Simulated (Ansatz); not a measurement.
The first iterations of a band of GeH4O (6 atoms, charge 0, multiplicity 1).

Theory: RKS PBE-D4/def2-SVP in Ansatz.

```
movable images  : 5
climbing image  : yes
spring          : 5.0 eV/Å²
optimiser       : quadratic models (default)
start path      : through a guess of the saddle point
force threshold : 0.2 eV/Å
iteration limit : 60
end points      : relaxed
```

First end point:

```xyz
6
Properties=species:S:1:pos:R:3
Ge 0.315 -0.020 0.056
O 0.675 -0.116 1.822
H -0.149 -0.168 2.338
H 1.712 0.054 -0.599
H -0.522 1.252 -0.270
H -0.458 -1.285 -0.421
```

Last end point:

```xyz
6
Properties=species:S:1:pos:R:3
Ge 0.054 0.305 -0.789
O 1.072 0.171 1.218
H 0.403 -0.285 1.767
H 1.792 -0.482 1.114
H -1.102 1.116 -0.007
H -0.646 -1.106 -0.377
```

| iteration | highest image above the first end (eV) | largest band force component (eV/Å) |
| --- | --- | --- |
| 1 | 4.090 | 3.951 |
| 2 | 2.517 | 1.898 |

Problem. Does the band converge within its limit, and where does its top end?

Solution. The run converged. It ended after 8 iterations with the highest image 2.192 eV above the first end. The threshold of 0.2 eV/Å is loose, so the images may lie well off the minimum-energy path. Neighbouring images differ by up to 1.6 eV, so the band resolves the path poorly. The order of the point at the top wasn't checked. The orbitals stay closed-shell, which can raise the energy where a bond breaks towards radicals; this wasn't checked here.

The run took 49 s on 1 thread of Arm Neoverse V2, on a shared host, peak memory 0.12 GiB.
